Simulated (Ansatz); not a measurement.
Ansatz (a program for electronic structure) input (B3LYP-D3(BJ)/def2-TZVP):

Ansatz 0.2 input:
```yaml
crystal:
  periodic: [false, false, false]
  atoms:
    - {symbol: La, position_ang: [-0.33293343, 0.35243782, 0.94424394]}
    - {symbol: Cl, position_ang: [-1.67341959, -1.15313545, -0.52840182]}
    - {symbol: Cl, position_ang: [0.23412831, 1.79651661, -1.01109819]}
    - {symbol: Cl, position_ang: [1.70445556, -1.03031237, 0.54098289]}
basis:
  gaussian:
    orbitals: def2-TZVP
hamiltonian:
  xc: b3lyp
  dispersion: d3bj
relax: {f_tol: 0.002, max_steps: 150}
```

Output:

```
Functional definition: B3LYP
integrals: 0.09 GiB planned
1136 factors; their error is unknown
mean field: 0.72 GiB planned
mean field evaluation 1: about -38433.1948 eV, gradient 3.5e1 eV
mean field evaluation 2: about -38427.2941 eV, gradient 6.1e1 eV
mean field evaluation 4: about -38436.4154 eV, gradient 3.0e0 eV
mean field evaluation 8: about -38436.5378 eV, gradient 1.9e-2 eV
mean field -38436.53777503 eV, -1412.5167100114 hartree, gradient 3.8e-5 eV, S^2 0.000000; 0 other end points of the search recorded, 0 dependent functions left out
the calculation of the forces begins
reference -38436.53804583 eV, -1412.5167199629 hartree; 31, 31 occupied and 120, 120 virtual orbitals, 1136 factors
relax step   1: F+E_penalty+E_count = -38436.84878533 eV  Δ(F+E_penalty+E_count) = +0.000e0 eV  max|allowed force component| = 1.281e0 eV/Å  Δτ_max = 0.0000 Å  (25 SCF iters, accepted)
these checks for a lower state are left out or cut short: starts, cluster_reference, orbital_swaps, neighbouring_geometries, increment
integrals: 0.09 GiB planned
1136 factors; their error is unknown
mean field: 0.70 GiB planned
mean field evaluation 16: about -38436.8206 eV, gradient 3.7e-1 eV
mean field -38436.92105744 eV, -1412.5307953802 hartree, gradient 7.3e-5 eV, S^2 0.000000; 0 other end points of the search recorded, 0 dependent functions left out
the calculation of the forces begins
reference -38436.92133425 eV, -1412.5308055525 hartree; 31, 31 occupied and 120, 120 virtual orbitals, 1136 factors
relax step   2: F+E_penalty+E_count = -38437.20313630 eV  Δ(F+E_penalty+E_count) = -3.544e-1 eV  max|allowed force component| = 1.413e0 eV/Å  Δτ_max = 0.1947 Å  (31 SCF iters, accepted)
these checks for a lower state are left out or cut short: starts, cluster_reference, orbital_swaps, neighbouring_geometries, increment
integrals: 0.09 GiB planned
1136 factors; their error is unknown
mean field: 0.70 GiB planned
mean field -38437.18192022 eV, -1412.5403819103 hartree, gradient 6.5e-5 eV, S^2 0.000000; 0 other end points of the search recorded, 0 dependent functions left out
the calculation of the forces begins
reference -38437.18220072 eV, -1412.5403922186 hartree; 31, 31 occupied and 120, 120 virtual orbitals, 1136 factors
relax step   3: F+E_penalty+E_count = -38437.44948258 eV  Δ(F+E_penalty+E_count) = -2.463e-1 eV  max|allowed force component| = 5.722e-1 eV/Å  Δτ_max = 0.1979 Å  (30 SCF iters, accepted)
these checks for a lower state are left out or cut short: starts, cluster_reference, orbital_swaps, neighbouring_geometries, increment
integrals: 0.09 GiB planned
1136 factors; their error is unknown
mean field: 0.69 GiB planned
mean field evaluation 32: about -38437.3006 eV, gradient 5.9e-5 eV
mean field -38437.30060593 eV, -1412.5447435299 hartree, gradient 5.9e-5 eV, S^2 0.000000; 0 other end points of the search recorded, 0 dependent functions left out
the calculation of the forces begins
reference -38437.30088791 eV, -1412.5447538924 hartree; 31, 31 occupied and 120, 120 virtual orbitals, 1136 factors
relax step   4: F+E_penalty+E_count = -38437.55621725 eV  Δ(F+E_penalty+E_count) = -1.067e-1 eV  max|allowed force component| = 2.464e-1 eV/Å  Δτ_max = 0.2000 Å  (30 SCF iters, accepted)
these checks for a lower state are left out or cut short: starts, cluster_reference, orbital_swaps, neighbouring_geometries, increment
integrals: 0.08 GiB planned
1136 factors; their error is unknown
mean field: 0.68 GiB planned
mean field -38437.34213462 eV, -1412.5462696811 hartree, gradient 4.7e-5 eV, S^2 0.000000; 0 other end points of the search recorded, 0 dependent functions left out
the calculation of the forces begins
reference -38437.34241596 eV, -1412.5462800200 hartree; 31, 31 occupied and 120, 120 virtual orbitals, 1136 factors
relax step   5: F+E_penalty+E_count = -38437.59061631 eV  Δ(F+E_penalty+E_count) = -3.440e-2 eV  max|allowed force component| = 5.819e-2 eV/Å  Δτ_max = 0.2000 Å  (30 SCF iters, accepted)
these checks for a lower state are left out or cut short: starts, cluster_reference, orbital_swaps, neighbouring_geometries, increment
integrals: 0.08 GiB planned
1136 factors; their error is unknown
mean field: 0.68 GiB planned
mean field -38437.34699159 eV, -1412.5464481714 hartree, gradient 9.9e-6 eV, S^2 0.000000; 0 other end points of the search recorded, 0 dependent functions left out
the calculation of the forces begins
reference -38437.34727257 eV, -1412.5464584972 hartree; 31, 31 occupied and 120, 120 virtual orbitals, 1136 factors
relax step   6: F+E_penalty+E_count = -38437.59375878 eV  Δ(F+E_penalty+E_count) = -3.142e-3 eV  max|allowed force component| = 8.047e-3 eV/Å  Δτ_max = 0.0787 Å  (29 SCF iters, accepted)
these checks for a lower state are left out or cut short: starts, cluster_reference, orbital_swaps, neighbouring_geometries, increment
integrals: 0.08 GiB planned
1136 factors; their error is unknown
mean field: 0.68 GiB planned
mean field -38437.34835097 eV, -1412.5464981277 hartree, gradient 7.1e-5 eV, S^2 0.000000; 0 other end points of the search recorded, 0 dependent functions left out
the calculation of the forces begins
reference -38437.34863182 eV, -1412.5465084489 hartree; 31, 31 occupied and 120, 120 virtual orbitals, 1136 factors
relax step   7: F+E_penalty+E_count = -38437.59411495 eV  Δ(F+E_penalty+E_count) = -3.562e-4 eV  max|allowed force component| = 7.045e-3 eV/Å  Δτ_max = 0.0444 Å  (25 SCF iters, accepted)
these checks for a lower state are left out or cut short: starts, cluster_reference, orbital_swaps, neighbouring_geometries, increment
integrals: 0.08 GiB planned
1136 factors; their error is unknown
mean field: 0.68 GiB planned
mean field -38437.34822743 eV, -1412.5464935875 hartree, gradient 4.2e-5 eV, S^2 0.000000; 0 other end points of the search recorded, 0 dependent functions left out
the calculation of the forces begins
reference -38437.34850824 eV, -1412.5465039073 hartree; 31, 31 occupied and 120, 120 virtual orbitals, 1136 factors
relax step   8: F+E_penalty+E_count = -38437.59411214 eV  Δ(F+E_penalty+E_count) = +2.809e-6 eV  max|allowed force component| = 8.111e-3 eV/Å  Δτ_max = 0.0014 Å  (20 SCF iters, rejected (line search))
these checks for a lower state are left out or cut short: starts, cluster_reference, orbital_swaps, neighbouring_geometries, increment
integrals: 0.08 GiB planned
1136 factors; their error is unknown
mean field: 0.68 GiB planned
mean field -38437.34830015 eV, -1412.5464962600 hartree, gradient 1.8e-5 eV, S^2 0.000000; 0 other end points of the search recorded, 0 dependent functions left out
the calculation of the forces begins
reference -38437.34858098 eV, -1412.5465065805 hartree; 31, 31 occupied and 120, 120 virtual orbitals, 1136 factors
relax step   9: F+E_penalty+E_count = -38437.59412338 eV  Δ(F+E_penalty+E_count) = -8.427e-6 eV  max|allowed force component| = 5.474e-5 eV/Å  Δτ_max = 0.0007 Å  (20 SCF iters, accepted)
integrals: 0.08 GiB planned
1136 factors; their error is unknown
mean field: 0.68 GiB planned
mean field evaluation 64: about -38437.2400 eV, gradient 1.9e0 eV
mean field -38437.34830015 eV, -1412.5464962600 hartree, gradient 1.8e-5 eV, S^2 0.000000; 1 other end points of the search recorded, 0 dependent functions left out
the calculation of the forces begins
reference -38437.34858098 eV, -1412.5465065805 hartree; 31, 31 occupied and 120, 120 virtual orbitals, 1136 factors
Total energy: -38437.59440421 eV, -1412.5555404176 hartree
Atom 0 at    -0.110581     0.098353     0.270035 Å, force     0.000007     0.000000    -0.000007 eV/Å
Atom 1 at    -2.212665    -1.338527    -0.355224 Å, force     0.000049     0.000029     0.000007 eV/Å
Atom 2 at     0.197904     2.390099    -0.965715 Å, force    -0.000007    -0.000055     0.000022 eV/Å
Atom 3 at     2.057573    -1.184419     0.996631 Å, force    -0.000049     0.000025    -0.000022 eV/Å
Dipole moment:    -0.188952     0.215861     0.572268 e Å
```
